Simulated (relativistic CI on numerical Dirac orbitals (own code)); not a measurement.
## Slater and spin-orbit integrals, Pd¹⁰⁺

Calculated at this level of theory: Dirac-Coulomb-Breit CI, orbitals from a KLI potential per configuration, model QED (radiative potential, 1s self-energy scaled to tabulated hydrogen-like ionisation energies), unscaled Slater integrals (own radial code, finite nucleus).

Slater integrals F^k, G^k are unscaled and averaged over j, outside the closed core [Ar] 3d10; ζ comes from projecting the Hamiltonian with its Breit term on Σ l·s of the shell.

- 4s2.4p5.4d: ζ(4p) = 29349, F^2(4p,4d) = 103250, G^1(4p,4d) = 130980, G^3(4p,4d) = 82248, ζ(4d) = 2784.7 cm⁻¹; <r>(4p) = 0.9365, <r^2>(4p) = 0.9905, <r>(4d) = 1.04, <r^2>(4d) = 1.236 (bohr units).
- 4s.4p6.4d: G^2(4s,4d) = 100680, ζ(4d) = 2812.6 cm⁻¹; <r>(4s) = 0.8844, <r^2>(4s) = 0.8787, <r>(4d) = 1.04, <r^2>(4d) = 1.236 (bohr units).
- 4s2.4p5.4f: ζ(4p) = 29560, F^2(4p,4f) = 91122, G^2(4p,4f) = 81545, G^4(4p,4f) = 56091, ζ(4f) = 34.528 cm⁻¹; <r>(4p) = 0.9347, <r^2>(4p) = 0.987, <r>(4f) = 1.228, <r^2>(4f) = 1.739 (bohr units).

Averages of the first 10 configurations, taken without configuration mixing, which lowers the lowest level and can move excited configurations by several eV; other configurations of the list can lie among them:

```tsv
Configuration	Parity	States	Average energy above the lowest level (eV)
4s2.4p6	even	1	0.2
4s2.4p5.4d	odd	60	58.1
4s.4p6.4d	even	20	102.2
4s2.4p5.4f	even	84	119.5
4s.4p6.4f	odd	28	163.9
4s2.4p5.5s	odd	12	106.8
4s2.4p5.5p	even	36	121.0
4s2.4p5.5d	odd	60	142.8
4s.4p6.5s	even	4	151.9
4p6.4d2	even	45	206.6
```
